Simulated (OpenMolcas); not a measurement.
## SnHClOF2 (SMILES [OH][Sn]([F])([F])[Cl]): the energy, rung by rung

SnHClOF2 has 6 atoms, charge 0, and is taken as a singlet. As SMILES, `[OH][Sn]([F])([F])[Cl]`. The coordinates come from a PBE0-D4/def2-TZVP relaxation. This is one conformer, not always the lowest.

```xyz
6

O    -0.4640    0.2839    1.4763
Sn    0.2524   -0.1757   -0.2475
F     1.9825   -0.8565    0.0567
F    -0.7433   -1.5871   -1.0197
Cl    0.3294    1.5406   -1.7444
H    -1.3150    0.7306    1.4325
```

Each level gives the energy change with the O1–H6 bond stretched from 0.962 to 1.732 Å (eV). The values are calculated.

```tsv
level	kind	program	value (eV)
HF/def2-SVP (core potential) (restricted)	Hartree–Fock	OpenMolcas	4.81
SVWN5/def2-SVP (core potential) (restricted)	LDA	OpenMolcas	3.61
PBE/def2-SVP (core potential) (restricted)	GGA	OpenMolcas	3.54
revPBE/def2-SVP (core potential) (restricted)	GGA	OpenMolcas	3.52
r2SCAN/def2-SVP (core potential) (restricted)	meta-GGA	OpenMolcas	3.83
BHLYP/def2-SVP (core potential) (restricted)	global hybrid	OpenMolcas	4.30
M06-2X/def2-SVP (core potential) (restricted)	hybrid meta-GGA	OpenMolcas	4.14
MP2/def2-SVP (core potential) (restricted)	perturbation theory	OpenMolcas	3.93
```

The first shape isn't each level's own minimum. The values span 3.52 to 4.81 eV. In the correlated wave-function rows the outer d shell of Sn is correlated, in sets not made for it.
